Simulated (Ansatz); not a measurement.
Species: C2H2N2O2Si, charge 0, multiplicity 1. 
Structure (B3LYP-D3(BJ)/def2-TZVP (Ansatz, a program for electronic structure) minimum search):
SMILES: C(=N[SiH2]N=C=O)=O
```xyz
9

O     -2.9947     1.1583     0.7579
C     -2.1687     0.3710     0.5183
N     -1.3396    -0.4577     0.2867
Si     0.0445    -1.3168    -0.2116
N      1.3637    -0.2557    -0.4014
C      2.1340     0.6565    -0.3532
O      2.9038     1.5318    -0.3256
H     -0.2313    -1.9517    -1.5085
H      0.3752    -2.3061     0.8242
```
Charge 0, spin multiplicity 1.

Property: vertical triplet-singlet gap (E(triplet) - E(singlet); each state is the SCF solution reached for its spin), in eV. Correlated levels leave the core frozen unless marked. Open shells are spin-unrestricted. Spin-orbit coupling is left out. No relativistic terms. Basis-set limits of correlation are two-point, X^-3; Hartree-Fock from the larger set. [CCSD(T)-MP2]/basis is that difference in the basis named.

```
level               program  vertical triplet-singlet gap (eV)
------------------  -------  ---------------------------------
HF/aug-cc-pV(D+d)Z   Ansatz                               6.47
HF/aug-cc-pV(Q+d)Z   Ansatz                               6.45
SVWN5/def2-TZVPD     Ansatz                               6.02
PBE/def2-TZVPD       Ansatz                               6.05
```

Task: What does RI-MP2/CBS(aug-cc-pV(T+d)Z,aug-cc-pV(Q+d)Z)+[CCSD(T)-MP2]/aug-cc-pV(T+d)Z (Ansatz) give?

Result: 7.15 eV
